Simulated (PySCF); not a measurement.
C₄H₅FSi, SMILES C#C/C=C\[SiH2]F.

Geometry: ωB97X-D3(BJ)/def2-SVP. The structure was generated by enumeration; whether it is a known compound was not checked. One conformer was computed; it need not be the lowest.

Two levels are set side by side: TDA-PBE/def2-SVPD (PySCF) and TDA-M06-2X/def2-SVPD (PySCF). Vertical, same geometry. The lowest singlet is HOMO−1→LUMO 100 % with PBE and HOMO−1→LUMO 83 % with the other functional; states are paired by order. Differences are taken from unrounded values.

```
quantity                               TDA-M06-2X  TDA-PBE  TDA-PBE minus TDA-M06-2X
-------------------------------------  ----------  -------  ------------------------
lowest singlet excitation (eV)               5.20     4.74                     -0.46
lowest triplet excitation (TDA) (eV)         3.65     3.28                     -0.37
first bright state (f over 0.05) (eV)        5.82     5.29                     -0.52
its oscillator strength                      0.30     0.21                     -0.09
```

Functionals without exact exchange tend to place singlet excitations lower, as here. Differences between two approximate levels are no errors against the true value.

Rough cost on one machine, each run with all the roots and properties that it gave: TDA-M06-2X against TDA-PBE about 7 times.
